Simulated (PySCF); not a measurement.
**Two-component Hartree-Fock for Tc⁴⁺ (technetium, charge +4)**

Start: [Kr] 4d3; 4d3/2 filled at m_j = -1/2, +1/2, +3/2. Calculated with PySCF 2.14 in x2c-TZVPPall-2c: generalised Hartree-Fock with the X2C-1e Hamiltonian and a Gaussian nucleus; one run each with spin-orbit coupling (SO) switched off, then screened by Boettger's factors.

```tsv
spinor shell	electrons	ε, spin-free (eV)	ε, screened SO (eV)	weight of nominal j (screened SO)	rms radius, screened SO (bohr)
1s1/2	2	-21207.9	-21206.6	1.000	0.0394
2s1/2	2	-3144.8	-3144.4	1.000	0.162
2p1/2	2	-2813.0	-2894.7	1.000	0.141
2p3/2	4	-2813.0	-2774.6	1.000	0.145
3s1/2	2	-620.63	-620.48	1.000	0.442
3p1/2	2	-508.77	-522.99	1.000	0.439
3p3/2	4	-508.77	-502.00	1.000	0.450
3d3/2	4	-327.75	-330.41	0.974	0.433
4s1/2	2	-135.57	-135.51	1.000	1.12
4p1/2	2	-101.11	-106.76	0.713	1.22
4p3/2	4	-101.11	-98.281	0.856	1.23
4d3/2	3	-57.571	-57.622	0.660	1.54
```

Task: Where does 3d5/2 lie, and what is the 3d spin-orbit splitting (screened SO)?

Result: At -325.79 eV, 4.622 eV above 3d3/2.

| quantity | spin-free | screened SO |
| --- | --- | --- |
| E (hartree) | -4279.45229 | -4280.01516 |
| M_J | 3/2 | 3/2 |
| ⟨J²⟩ | 6.758 | 6.317 |
| ⟨L²⟩ | 12.007 | 11.961 |
| ⟨S²⟩ | 3.751 | 3.727 |

The determinant has a definite M_J but mixes levels of different J.

Each row is a mean over spinors that exchange with the open shell spreads, by up to 5.102 eV (4s1/2).

Rows whose weight is well below 1 are mixtures of j = l ± 1/2: exchange outweighs spin-orbit coupling there, and the label is only the starting occupation.

Breit and QED terms are absent; they matter most for the inner s and p1/2 levels.

Densities and radii are taken from the X2C orbitals without a picture-change correction, which distorts them close to the nucleus.

Without spin-orbit coupling the j labels of p, d and f shells carry no meaning; the spin-free column gives the mean over the occupied spinors of each nl shell, and its ⟨J²⟩ belongs to a mixture of degenerate components.
